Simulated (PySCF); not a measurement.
An excited-state job on `COB(O)OC(F)(F)F`.

Method: TDDFT B3LYP/def2-SVPD, vertical, gas phase, core orbitals frozen in the response (PySCF 2.14.0, density-fitted response routines). Geometry: GFN2-xTB. The input is one job of a driver script: a line of settings, then coordinates in Å.

Input:
```
{"job": {"kind": "uv", "xc": "B3LYP", "basis": "def2-SVPD", "nstates": 8, "ntriplets": 3}, "charge": 0, "multiplicity": 1}
C      2.293589    -0.001010     0.833145
O      0.878123    -0.029511     0.930435
B      0.070549     0.009759    -0.123783
O      0.501930     0.089731    -1.393604
O     -1.305601    -0.032186     0.238729
C     -2.274716    -0.042647    -0.625520
F     -2.257603    -1.109671    -1.459013
F     -3.460322    -0.051875    -0.030938
F     -2.277921     1.023236    -1.463808
H      2.674845    -1.020615     0.912007
H      2.615719     0.435592    -0.112358
H      2.662545     0.592800     1.669032
H     -0.125526     0.136883    -2.114549
```

Output:
```
coarse grid: 12256 points
cycle   1  E = -627.9989375328  dE =  1.632e+00  |g| = 1.315e+00  |ddm| = 5.785e+00
cycle   2  E = -627.5986642071  dE =  4.003e-01  |g| = 2.032e+00  |ddm| = 3.286e+00
cycle   3  E = -628.2988041187  dE = -7.001e-01  |g| = 9.999e-02  |ddm| = 2.059e+00
cycle   4  E = -628.2995079832  dE = -7.039e-04  |g| = 8.187e-02  |ddm| = 1.635e-01
cycle   5  E = -628.3006714303  dE = -1.163e-03  |g| = 9.056e-03  |ddm| = 7.514e-02
cycle   6  E = -628.3006848228  dE = -1.339e-05  |g| = 3.927e-03  |ddm| = 1.430e-02
cycle   7  E = -628.3006874750  dE = -2.652e-06  |g| = 8.540e-04  |ddm| = 4.144e-03
final grid: 123552 points
cycle   8  E = -628.4070844920  dE = -5.926e-05  |g| = 6.093e-03  |ddm| = 1.258e-01
cycle   9  E = -628.4070779181  dE =  6.574e-06  |g| = 8.784e-03  |ddm| = 1.484e-02
cycle  10  E = -628.4070911849  dE = -1.327e-05  |g| = 8.219e-04  |ddm| = 7.547e-03
cycle  11  E = -628.4070913092  dE = -1.243e-07  |g| = 2.498e-04  |ddm| = 1.107e-03
cycle  12  E = -628.4070913213  dE = -1.213e-08  |g| = 6.245e-05  |ddm| = 3.059e-04
cycle  13  E = -628.4070913219  dE = -6.119e-10  |g| = 1.956e-05  |ddm| = 8.226e-05
converged SCF energy = -628.4070913219

Static polarisability (au): isotropic 53.257, principal 43.979 49.995 65.797

Singlet excitations
state   eV       nm        f      main configurations
  1   7.7722    159.5   0.00674   H->L 0.98
  2   8.5153    145.6   0.00023   H-1->L 0.97
  3   8.7377    141.9   0.00904   H->L+1 0.95
  4   8.9886    137.9   0.01878   H-2->L 0.55, H->L+3 0.31, H->L+2 0.08
  5   9.0894    136.4   0.03443   H-2->L 0.37, H->L+2 0.31, H->L+3 0.24
  6   9.1633    135.3   0.16109   H->L+2 0.49, H->L+3 0.34
  7   9.3014    133.3   0.00347   H-1->L+2 0.89
  8   9.3372    132.8   0.05410   H-3->L 0.92

Triplet excitations (Tamm-Dancoff, eV): 7.6552 8.0225 8.4133
```

The SCF starts on a coarse grid where the log names one; the energy can jump when the final grid takes over, and dE then counts from the start density on the new grid. H and L stand for HOMO and LUMO; the number after each pair is its weight.

Q: Give the mean polarisability as a volume in Å³, and the ratio of the largest to the smallest principal value.

A: 53.257 au × 0.148185 = 7.89 Å³; 65.797/43.979 = 1.50.

Q: Which computed singlet has the largest oscillator strength, and what do all of them sum to?

A: State 6 at 9.16 eV (135 nm), f = 0.161; the 8 states sum to 0.288.

In short: HOMO -8.98 eV, LUMO -0.27 eV; lowest singlet 7.77 eV; lowest triplet 7.66 eV (Tamm–Dancoff); mean polarisability 53.3 au.

Q: How long does this job take on an Arm Neoverse N1 with one thread, no GPU, shared host?

A: About 82 s.

One conformer stands for the species.
Labels such as C1 count atoms from 1, the log's own numbers from 0.
